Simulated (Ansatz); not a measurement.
The cluster Cu₈Te₄⁻, relaxed as a doublet with UKS PBE-D4/def2-SVP in Ansatz, starting from the GFN1-xTB geometry. Force threshold 0.03 eV/Å.

In the def2 sets Te takes a core potential; there is no spin–orbit coupling. Another isomer (doublet) lies 0.40 eV lower at PBE0-D4/def2-TZVP; other spin states weren't run for this one.

Start:

```
atom   x (Å)   y (Å)   z (Å)
 Cu1  -2.314   0.146  -0.380
 Cu2  -0.014   1.159   2.044
 Cu3   1.439  -1.338  -0.785
 Cu4  -0.457  -0.368  -2.157
 Cu5  -0.759  -2.148  -0.134
 Cu6   0.820  -1.414   1.564
 Cu7   2.049   0.760   0.478
 Cu8  -0.151   1.752  -0.600
 Te9   1.769   0.894  -2.064
Te10  -2.024   2.184   1.009
Te11  -2.478  -1.831  -1.898
Te12   2.120   0.205   2.923
```

Question: Estimate the energy that the relaxation releases and the steps that it takes.

Answer: 14.9 kcal/mol, in 11 steps; 65 s on 2 threads of AMD EPYC 7R13 on a shared host and a share (18 GiB) of an NVIDIA H100 80GB HBM3. No frequencies were taken in this run, so the end may be a saddle point.

Question: Does the start keep its bonding?

Answer: By distances, no bond broke or formed, bridged metal pairs apart. The bond that changes most is Cu6–Te12, from 2.48 to 2.66 Å (atoms count from 1). Metal–metal contacts that move far: Cu1–Cu6 4.00 to 2.58 Å, Cu6–Cu8 3.96 to 2.68 Å.

Question: Predict the relaxed structure.

Answer: 
Cartesian coordinates in Å:
```
Cu -2.0336 -0.1689 -0.1254
Cu 0.2253 1.5360 2.1477
Cu 1.4015 -1.2159 -0.6945
Cu -0.4304 -0.4491 -2.1134
Cu -0.7037 -2.3107 -0.3488
Cu 0.0989 -0.6772 1.2352
Cu 2.1453 0.7812 0.4758
Cu -0.0831 1.4194 -0.4319
Te 1.8350 0.9074 -2.1188
Te -2.0045 2.0471 1.1325
Te -2.5523 -1.8687 -2.0109
Te 2.1018 -0.0005 2.8524
```
Bond lengths (bridged metal pairs left out): 13 × Cu–Te 2.50 to 2.66 Å; 5 × Cu–Cu 2.39 to 2.68 Å.
